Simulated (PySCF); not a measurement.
From one molecule to another.

First species: C7H13F.
Structure used (GFN2-xTB), in Å, numbered top down from 1:
```xyz
21
C7H13F angstrom
C     -1.111    0.145   -1.992
C     -0.771    0.326   -0.726
C     -1.810    0.488    0.350
F     -3.087    0.440   -0.152
C      0.671    0.392   -0.283
C      1.011    1.768    0.298
C      1.028   -0.716    0.718
C      0.770   -2.107    0.153
H     -2.141    0.106   -2.304
H     -0.369    0.030   -2.763
H     -1.743   -0.316    1.093
H     -1.713    1.457    0.852
H      1.285    0.243   -1.177
H      0.691    2.556   -0.380
H      2.086    1.856    0.442
H      0.529    1.918    1.261
H      0.460   -0.580    1.641
H      2.086   -0.621    0.971
H     -0.281   -2.235   -0.096
H      1.049   -2.870    0.876
H      1.352   -2.263   -0.752
```

Second species: C7H13F.
SMILES: `CCC/C(C)=C/CF`

Levels: PBE0/pcSseg-1 for dipole moment, HOMO energy, LUMO energy and HOMO–LUMO gap; GFN2-xTB for rotational constant A and rotational constant C. Geometries: GFN2-xTB. Each structure is a single optimised conformer of the isolated species, non-relativistic unless stated. Electronic properties by PySCF.

The conformers computed, where there is a choice (atom-mapped SMILES and torsion angles):
- `[CH2:1]=[C:2]([CH2:3][F:4])[C@@H:5]([CH3:6])[CH2:7][CH3:8]`: C1–C2–C3–F4 -1°, C1–C2–C5–C6 116°, C2–C5–C7–C8 58°
- `[CH3:1][CH2:2][CH2:3]/[C:4]([CH3:5])=[CH:6]/[CH2:7][F:8]`: C1–C2–C3–C4 -179°, C2–C3–C4–C5 74°, C4–C6–C7–F8 180°

| property | column X | column Y |
| --- | --- | --- |
| dipole moment | 2.06 D | 2.33 D |
| HOMO energy | -7.33 eV | -6.90 eV |
| LUMO energy | 0.42 eV | 0.42 eV |
| HOMO–LUMO gap | 7.75 eV | 7.32 eV |
| rotational constant A | 2.465 GHz | 4.259 GHz |
| rotational constant C | 1.187 GHz | 0.709 GHz |

Problem. Which column belongs to which species?

Solution. Column X is the first species and column Y the second. The first has 21 atoms and 64 electrons, the second 21 and 64.

Problem. How does each property change from the first species to the second?

Solution. dipole moment +0.27 D; HOMO energy +0.43 eV; LUMO energy 0.00 eV; HOMO–LUMO gap -0.43 eV; rotational constant A +1.794 GHz; rotational constant C -0.478 GHz.

On the first: The dipole matches unit charges of opposite sign 0.43 Å apart (1 e·Å = 4.8032 D). A dipole of 2.06 D is allowed in C1, and pure rotational transitions are dipole-allowed.

On the second: The dipole matches unit charges of opposite sign 0.49 Å apart (1 e·Å = 4.8032 D). A dipole of 2.33 D is allowed in C1, and pure rotational transitions are dipole-allowed.
